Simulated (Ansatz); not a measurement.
Computed with Ansatz on PBE0-D4/def2-TZVP structures; ΔE is electronic, products minus reactants. CBS: MP2 limit from def2 TZ/QZ plus the TZ coupled-cluster correction, frozen cores. Functionals use def2-TZVPP. B3LYP here is the variant with VWN-RPA as its local correlation; programs differ in this. Elements past krypton have def2 core potentials. For Ge, In outer-core shells are correlated without core-valence functions, which leaves a few kJ/mol of doubt a bond. Scalar relativity is left out up to krypton. Each species was taken in one conformer, which may not be the lowest.

`[OH][GeH]([OH])[O][SiH3]` + `[F][In]([F])[SH]` → `[OH][GeH]([OH])[F]` + `[F][In]([SH])[O][SiH3]`  (redistribution)

| level | ΔE (kcal/mol) |
| --- | --- |
| PBE-D4 | -0.9 |
| B3LYP | -1.7 |
| MP2/def2-TZVPP | -2.8 |
| CCSD/CBS(def2) | -2.0 |

What does CCSD(T)/CBS give? (Best estimate.)

The calculation gave: -2.0 kcal/mol. The listed levels differ from it by 1.1, 0.3, -0.8, 0.0 kcal/mol.

Largest T1 diagnostic among the species: 0.016.

The D4 term adds +0.8 kcal/mol with B3LYP and +0.4 kcal/mol with PBE0; it sums over pairs of atoms, weighted by their polarisabilities, and B3LYP, whose exchange is more repulsive, gets the larger term.
